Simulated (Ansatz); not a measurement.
CH5ClN2OW, SMILES `C[N]=[W]([NH2])(=[O])[Cl]`. Total charge 0; spin multiplicity 1. W takes the def2 core potential.

```xyz
11

C    -1.670   -1.150   -0.447
N    -0.739   -0.160   -0.041
W     0.658    0.454    0.805
N     1.789    1.227   -0.569
O     1.495   -0.817    1.581
Cl   -0.041    1.998    2.352
H    -2.668   -0.902   -0.070
H    -1.728   -1.183   -1.540
H    -1.394   -2.145   -0.082
H     2.793    1.277   -0.469
H     1.506    1.400   -1.520
```

(1) List the harmonic frequencies (cm⁻¹, unscaled) at PBE0-D4/def2-TZVP in Ansatz. (Best estimate.)

(2) Is this a minimum?

(3) Give the ideal-gas thermochemistry at 298.15 K and 1 bar (rigid rotor, harmonic oscillator; point group C1, symmetry number 1).

Answers

(1) The calculation gave: 84, 97, 115, 160, 187, 232, 325, 356, 396, 419, 501, 648, 697, 724, 1013, 1108, 1113, 1367, 1436, 1469, 1472, 1554, 3018, 3089, 3092, 3580, 3684.

(2) Yes, all 27 modes are real.

(3) Zero-point energy 191.0 kJ/mol; H(298) − E = 216.6 kJ/mol; entropy 397.1 J/(mol·K), of which translation 179.1, rotation 120.3, vibration 97.7; G(298) − E = 98.2 kJ/mol. Modes under 100 cm⁻¹ are hindered rotations or soft bends, so the harmonic entropy is rough.
